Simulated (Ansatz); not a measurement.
Consider the silylene formation by 1,1-elimination: `O[Si](Cl)(Br)Br` → `ClBr` + `O[Si]Br`.

Computed with Ansatz on PBE0-D4/def2-TZVP structures; ΔE is electronic, products minus reactants. CBS: MP2 limit from def2 TZ/QZ plus the TZ coupled-cluster correction, frozen cores. DFT in def2-TZVPP. For Br outer-core shells are correlated without core-valence functions, which leaves a few kJ/mol of doubt a bond. Scalar relativity is left out up to krypton. One conformer a species, not always the lowest.

CCSD(T)/CBS gives +108.4 kcal/mol.

(1) Another level gave +111.4 kcal/mol. Which?
A. ωB97M-V/def2-TZVPP
B. r2SCANh/def2-TZVPP
C. MP2/def2-TZVPP
D. CAM-B3LYP/def2-TZVPP

Largest T1 diagnostic among the species: 0.012.

Answers

(1) B. r2SCANh 111.4, ωB97M-V 105.1, MP2/def2-TZVPP 114.9, CAM-B3LYP 102.1 kcal/mol.

From BLYP to BHLYP (50 % exact exchange), in def2-TZVPP and without D4, ΔE moves by +16.7 kcal/mol. At CCSD(T), def2-SVP lies −4.9 kcal/mol from the extrapolated value and def2-TZVPP −2.0 kcal/mol.
